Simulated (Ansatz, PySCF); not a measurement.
This PySCF input computes a BLYP/def2-TZVPD energy:

```python
from pyscf import gto, scf, dft

mol = gto.M(
    atom='''
    O     1.51949972   -0.19014631    0.06236824
    C     0.32979912   -0.04127022    0.01353669
    C    -1.00244061   -0.54943688   -0.04873661
    C    -0.83702727    0.77962319   -0.02676480
    H    -1.73980978   -1.33933751   -0.08892498
    H    -1.35817539    1.72701145   -0.03823258
    ''',
    basis='def2-tzvpd',
    charge=0,
    spin=0,
    verbose=4,
)

mf = dft.RKS(mol, xc='blyp').density_fit(auxbasis='def2-universal-jkfit')
mf.grids.level = 3
mf.conv_tol = 1e-9
mf.max_cycle = 100
mf.max_memory = 1500
mf.kernel()
if not mf.converged:
    mf = mf.newton()
    mf.kernel(mf.make_rdm1())
mf.analyze()
```

Problem. Write an input for the same energy in Ansatz (a quantum-chemistry and plane-wave program) and say what it gives.

Solution. 
Ansatz 0.2 input:
```yaml
crystal:
  periodic: [false, false, false]
  atoms:
    - {symbol: O, position_ang: [1.51949972, -0.19014631, 0.06236824]}
    - {symbol: C, position_ang: [0.32979912, -0.04127022, 0.01353669]}
    - {symbol: C, position_ang: [-1.00244061, -0.54943688, -0.04873661]}
    - {symbol: C, position_ang: [-0.83702727, 0.77962319, -0.02676480]}
    - {symbol: H, position_ang: [-1.73980978, -1.33933751, -0.08892498]}
    - {symbol: H, position_ang: [-1.35817539, 1.72701145, -0.03823258]}
basis:
  gaussian:
    orbitals: def2-TZVPD
hamiltonian:
  xc: {name: BLYP}
output: {forces: true}
```
It gives -190.67451 Eh, and PySCF -190.67458 Eh, a difference of 0.07 mEh, from the treatment of integrals and grids.
